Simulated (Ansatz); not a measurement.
Cost and result up the ladder for the cluster Al₂P₂ (4 atoms). Total charge 0; singlet. Geometry: PBE-D4/def2-TZVP.

```xyz
4

Al    0.0497   -1.3916   -0.8802
Al    0.7576    1.2360    0.7867
P    -0.4110   -0.6838    1.2505
P    -0.3964    0.8395   -1.1570
```

Ansatz on 4 threads of Intel Xeon 6975P-C on a shared host. Times are rough, and most runs start from the orbitals of an earlier one. No level here is sound enough to serve as a yardstick. Binding counts from free atoms at the same level (Al doublet, P quartet; other spins of the atoms weren't run), without zero-point energy or a counterpoise term.

Correlated methods freeze 20 core orbitals. Another isomer (singlet) lies 1.09 eV lower at PBE0-D4/def2-TZVP; other spin states weren't run for this one.

Run but left out: BHLYP-D4/def2-TZVP (restricted singlet, unstable in another Hartree–Fock run and untested here).

Correlated methods converge slowly with the basis.

| level | functions | binding energy per atom (eV) | remarks |
| --- | --- | --- | --- |
| PBE0-D4/def2-TZVP | 148 | 2.19 | restricted SCF unstable in HF |
| r2SCAN0-D4/def2-TZVP | 148 | 2.07 | restricted SCF unstable in HF |
| r2SCAN-D4/def2-TZVP | 148 | 2.24 | restricted SCF unstable in HF |
| PBE-D4/def2-TZVP (with forces) | 148 | 2.38 | restricted SCF unstable in HF |
| CCSD(T)/def2-TZVPP | 168 | 2.02 | large T1 (0.024), restricted SCF unstable |

Problem. Estimate how long each takes.

Solution. PBE-D4/def2-TZVP (with forces) 0.65 s; PBE0-D4/def2-TZVP 0.8 s; r2SCAN-D4/def2-TZVP 1.1 s; r2SCAN0-D4/def2-TZVP 1.4 s; CCSD(T)/def2-TZVPP 10 s. On shared hardware such times vary by a factor of up to 3.
